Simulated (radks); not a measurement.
Spherical jellium clusters: N electrons in a uniform positive sphere of charge N and radius rs N^(1/3), rs = 3.74 bohr. Level of theory: non-relativistic Kohn-Sham, LDA (Slater exchange, Perdew-Wang correlation), spin-polarised, spherical densities (a radial shooting solver with Libxc functionals). Levels are named by radial order and angular momentum (1s, 1p, 1d, 2s, ...), and open shells are averaged over m. Each electron was tried in the lowest free levels, single moves between levels near the top were tried too, and the lowest total energy was kept; such a search can miss a lower state. Energies include the self-energy of the background; IP and EA are vertical (highest electron removed, lowest free level filled), at fixed background; spill-out counts the electrons outside the background radius R, and alpha is the static dipole polarisability from linear response (closed shells only). A dash means not computed or, for alpha, an open shell; in EA it means that no bound solution was reached, which is typical of self-interaction and does not show that the anion is unstable. Real open-shell clusters deform, which this model forbids.

N        open shells  2S  E(N+1) + E(N-1) - 2E(N) (eV)  IP (eV)  spill-out (e)  alpha/R^3
1   1s(up 1, down 0)   1                             -        -           0.41          -
2               none   0                         1.225    5.552           0.58      1.693
3   1p(up 1, down 0)   1                        -0.688    3.924           0.90          -
4   1p(up 2, down 0)   2                        -0.499    4.525           1.08          -
5   1p(up 3, down 0)   3                         0.309    4.866           1.21          -
6   1p(up 3, down 1)   2                        -0.404    4.414           1.36          -
7   1p(up 3, down 2)   1                        -0.295    4.733           1.47          -
8               none   0                         1.347    4.942           1.58      1.472
9   1d(up 1, down 0)   1                        -0.290    3.518           1.76          -
10  1d(up 2, down 0)   2                        -0.250    3.793           1.91          -
11  1d(up 3, down 0)   3                        -0.215    4.010           2.04          -
12  1d(up 4, down 0)   4                        -0.186    4.184           2.14          -
13  1d(up 5, down 0)   5                         0.356    4.327           2.24          -
14  1d(up 5, down 1)   4                        -0.197    3.928           2.35          -
15  1d(up 5, down 2)   3                        -0.169    4.099           2.45          -
16  1d(up 5, down 3)   2                        -0.147    4.239           2.54          -
17  1d(up 5, down 4)   1                        -0.129    4.357           2.63          -
18              none   0                         0.228    4.457           2.71      1.359
19  2s(up 1, down 0)   1                         0.206    4.201           2.88          -
20              none   0                         0.517    3.997           3.09      1.396
21  1f(up 1, down 0)   1                        -0.138    3.502           3.19          -
22  1f(up 2, down 0)   2                        -0.126    3.622           3.28          -
23  1f(up 3, down 0)   3                        -0.116    3.728           3.36          -
24  1f(up 4, down 0)   4                        -0.107    3.824           3.44          -
25  1f(up 5, down 0)   5                             -    3.910           3.51          -

All shells are closed at N = 2, 8, 18, 20 (there: 1s2 1p6 1d10 2s2); the second difference of the energy has clear peaks (12 % above both neighbours; the first and last values, which can be the largest, are not judged, and half-filled shells can peak too) at N = 5, 8, 13, 20.
